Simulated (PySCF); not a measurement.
Species: Ge(SMe)H3, CH6GeS.
Z-matrix (Å and degrees, PBE0-D3(BJ)/def2-SVP geometry), rows numbered from 1:
```
Ge
S   1  2.2211
C   2  1.8195  1   99.55
H   3  1.0997  2  111.67  1   -62.15
H   3  1.0987  2  106.64  1   179.47
H   3  1.0998  2  111.74  1    61.11
H   1  1.5416  2  110.27  3   -61.22
H   1  1.5351  2  106.07  3   178.90
H   1  1.5416  2  110.03  3    59.03
```

The closed-shell ground state was solved at several levels (PySCF, density fitting, gas phase). The calculation is non-relativistic and has no spin–orbit coupling, an omission that weighs most on germanium.

```tsv
level	basis functions	HOMO (eV)	LUMO (eV)	gap (eV)	dipole (D)
PBE0/pcSseg-1 (pcSseg-2 on Ge)	134	-6.79	0.02	6.81	1.55
PBE/pcSseg-1 (pcSseg-2 on Ge)	134	-5.57	-0.83	4.74	1.45
B3LYP/pcSseg-1 (pcSseg-2 on Ge)	134	-6.55	-0.22	6.33	1.46
```

What might CAM-B3LYP/def2-SVPD (133 basis functions) give for the same quantities?

HOMO -8.10 eV, LUMO 0.65 eV, gap 8.75 eV, dipole 1.51 D.

Over all these levels, which gives the widest orbital gap and which the narrowest?

CAM-B3LYP/def2-SVPD (range-separated hybrid) has the widest, 8.75 eV, and PBE/pcSseg-1 (pcSseg-2 on Ge) (GGA) the narrowest, 4.74 eV. Functional and basis both differ between the two, so the spread mixes both effects.

In the pcSseg-1 (pcSseg-2 on Ge) basis, how does the gap go with the fixed share of exact exchange?

PBE (0 %) 4.74 eV; B3LYP (20 %) 6.33 eV; PBE0 (25 %) 6.81 eV. Each rise in the share widens the gap here.

How far do the dipole and the HOMO energy spread over the levels?

The dipole runs from 1.45 to 1.55 D (mean 1.49 D) and the HOMO from -8.10 to -5.57 eV.
